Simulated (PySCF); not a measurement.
# Partial charges of `C=C(F)[C@@H]1C[C@@H]1N(C)C`

C7H12FN.
Cartesian coordinates in Å at the GFN2-xTB level; atoms count from 1:
```xyz
21
C7H12FN angstrom
C      1.8825    0.5378    1.1726
C      1.9152   -0.6054    0.5117
F      2.6916   -1.6177    0.9873
C      1.2178   -0.9895   -0.7262
C      0.9552    0.0259   -1.8090
C     -0.1915   -0.5234   -1.0261
N     -0.8550    0.3334   -0.0933
C     -1.7943    1.2174   -0.7544
C     -1.4854   -0.4215    0.9708
H      1.2584    1.3419    0.8377
H      2.4556    0.6717    2.0719
H      1.4686   -1.9952   -1.0427
H      1.2510    1.0417   -1.6004
H      1.0838   -0.2765   -2.8371
H     -0.8303   -1.2585   -1.5280
H     -2.1992    1.9127   -0.0203
H     -1.2726    1.7820   -1.5250
H     -2.6311    0.6761   -1.2229
H     -0.7379   -1.0493    1.4512
H     -2.3062   -1.0600    0.6088
H     -1.8850    0.2732    1.7077
```

Density: PBE0/pcSseg-1 (PySCF); schemes: Mulliken, IAO, Hirshfeld and ESP-fitted. One conformer (not necessarily the lowest) at the GFN2-xTB geometry, without solvent, vibrations or thermal averaging.

**Question.** Atoms with like bonding are taken together and averaged. At which atom do the 4 schemes differ most?

**Answer.** At N7: from -0.581 (Mulliken) to -0.042 e (ESP-fitted), 0.539 e apart.

**Question.** Which atoms carry the lowest charge in the Mulliken, IAO, Hirshfeld and ESP-fitted schemes?

**Answer.** The schemes don't all agree: Mulliken N7 (-0.581); IAO C1 (-0.399); Hirshfeld C1 (-0.146); ESP-fitted C1 (-0.653).

**Question.** For which atoms does the sign change between the 4 schemes (beyond +0.03 e in one, beyond −0.03 e in another)?

**Answer.** C6.

**Question.** Tabulate the Mulliken, IAO, Hirshfeld and ESP-fitted charges.

**Answer.** In e; atoms taken as equivalent share a row and are averaged (×n: the atom named and its like, n in all):

```csv
atom,environment,Mulliken,IAO,Hirshfeld,ESP-fitted
C1,terminal =CH2 carbon,-0.202,-0.399,-0.146,-0.653
C2,vinylic C–F carbon,+0.208,+0.297,+0.092,+0.392
F3,vinyl fluorine,-0.295,-0.287,-0.098,-0.219
C4,allylic carbon,-0.244,-0.170,-0.051,-0.200
C5,three-membered-ring carbon,-0.100,-0.286,-0.084,-0.348
C6,sp3 carbon bound to nitrogen,-0.032,-0.029,+0.009,+0.068
N7,tertiary amine nitrogen,-0.581,-0.243,-0.074,-0.042
C8/C9,N-methyl carbon,-0.080,-0.303,-0.073,-0.442
H10,vinylic hydrogen,+0.137,+0.170,+0.039,+0.218
H11,vinylic hydrogen,+0.121,+0.164,+0.046,+0.231
H12,methine hydrogen,+0.129,+0.166,+0.051,+0.150
H13,methylene hydrogen,+0.141,+0.157,+0.051,+0.160
H14,methylene hydrogen,+0.134,+0.155,+0.052,+0.153
H15,methine hydrogen,+0.104,+0.114,+0.035,+0.084
H16 (×6),methyl hydrogen,+0.107,+0.133,+0.037,+0.148
```

Mean size of the charges over all atoms: ESP-fitted 0.223 e, IAO 0.192 e, Mulliken 0.154 e, Hirshfeld 0.057 e. Each set sums to the total charge, 0, to within 0.001 e. The ESP scheme is a least-squares fit of atom-centred charges to the potential on four shells outside the van der Waals surface, with the total charge fixed. The Mulliken scheme counts on each atom the diagonal of the density matrix times the overlap matrix over that atom's basis functions.

Some averages cover members that differ in this geometry: C8/C9, ESP-fitted -0.474 to -0.410; H16 (×6), Mulliken +0.080 to +0.134; H16 (×6), ESP-fitted +0.124 to +0.177; H16 (×6), IAO +0.104 to +0.152 e.

**Question.** Sum the charges by element, for elements with more than one atom.

**Answer.** 
```
element  atoms  Mulliken     IAO  Hirshfeld  ESP-fitted
      C      7    -0.530  -1.193     -0.325      -1.625
      H     12    +1.406  +1.722     +0.498      +1.885
```

**Question.** How many electrons does the ESP-fitted scheme count on C6?

**Answer.** Z − q = 6 − (+0.068) = 5.932.
